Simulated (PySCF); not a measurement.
# Working out the ionisation energy of O⁺

O⁺ [He] 2s2 2p3 (4S) → O²⁺ [He] 2s2 2p2 (3P). Computed with PySCF 2.14 in x2c-TZVPall, with scalar relativity by spin-free X2C-1e. Frozen: 1s2. Energies in hartree (1 hartree = 27.21139 eV):

| part | O⁺ (lower) | O²⁺ (upper) |
| --- | --- | --- |
| UHF | -74.426619 | -73.156090 |
| CCSD correlation | -0.111403 | -0.095205 |
| (T) | -0.001550 | -0.001283 |

Question: What does Hartree-Fock give?

Answer: (-73.156090) − (-74.426619) = 1.270529 hartree = 34.573 eV.

Question: What do CCSD and CCSD(T) give?

Answer: The CCSD correlation energies differ by 0.016198 hartree = 0.441 eV and the triples by 0.000267 hartree = 0.007 eV, so CCSD gives 35.014 eV and CCSD(T) 35.021 eV.

Reference: 35.121 eV (measured; NIST Atomic Spectra Database, ionization energies), between the lowest levels; spin-orbit coupling is absent from the calculation.

What remains against the reference includes basis incompleteness, the frozen core and higher excitations.
